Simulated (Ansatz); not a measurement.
Isolated molecules relaxed with PBE0-D4/def2-TZVP in Ansatz; ΔE leaves out vibrations. CCSD(T)/CBS adds triple-zeta CCSD(T) − MP2 to the extrapolated MP2 energy (def2 sets, frozen cores). Each species was taken in one conformer, which may not be the lowest.

Consider the substitution at a C–B bond: `CNB(C)O` + `FC([SiH3])S` → `CSC(F)[SiH3]` + `CNBO`.

```json
{"species": "`CNB(C)O`", "CCSD(T)/CBS(def2) energy (Eh)": "-235.69647"}
{"species": "`FC([SiH3])S`", "CCSD(T)/CBS(def2) energy (Eh)": "-827.68200"}
{"species": "`CSC(F)[SiH3]`", "CCSD(T)/CBS(def2) energy (Eh)": "-866.94191"}
{"species": "`CNBO`", "CCSD(T)/CBS(def2) energy (Eh)": "-196.42143"}
```

Task: Work out ΔE.

Result: ΔE = (-866.94191) + (-196.42143) − (-235.69647) − (-827.68200) = 0.01513 Eh = +9.5 kcal/mol.

Largest T1 diagnostic among the species: 0.012.
